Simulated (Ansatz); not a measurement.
System: GaN2H5, charge 0, singlet. GaN2H5 (SMILES [NH2][GaH][NH2]).
B3LYP-D3(BJ)/def2-TZVP minimum from Ansatz (a first-principles code):
```xyz
8

Ga    -0.2089    -0.1605    -0.2094
H     -1.1728    -0.9012    -1.1758
N      0.1389     1.6232    -0.3859
H     -0.3091     2.2067    -1.0715
H      0.7224     2.1548     0.2380
N      0.6311    -1.0315     1.1579
H      1.2939    -0.6054     1.7835
H      0.5498    -2.0218     1.3128
```
Charge 0, spin multiplicity 1.

Wanted: atomisation energy (electronic, to ground-state atoms), in kcal/mol. Open shells are spin-unrestricted; no spin-orbit coupling. Cores are frozen in correlated methods (noble-gas shells, and filled d and f shells in the p block). No relativity. CBS(X,Y): correlation extrapolated as X^-3, Hartree-Fock from the larger set. A bracket is a step between two methods taken in the basis named. Where a partner has so few electrons that a lower coupled-cluster level is exact, that level stands in.

CCSD(T)/CBS(cc-pVTZ,cc-pVQZ) + [CCSDT(Q) - CCSD(T)]/cc-pVDZ (Ansatz) gives 588.5 kcal/mol.

Task: What does PBE/def2-TZVPD (Ansatz) give here, and how do the other levels compare?

Result: PBE gives 592.1 kcal/mol, 3.6 kcal/mol above it. Differences of the others: B3LYP/def2-TZVPD (Ansatz) -5.4; PBE0/def2-TZVPD (Ansatz) -9.2; wB97M-V/def2-TZVPD (Ansatz) -0.6; CCSD(T)/CBS(cc-pVTZ,cc-pVQZ) (Ansatz) -0.9 kcal/mol.
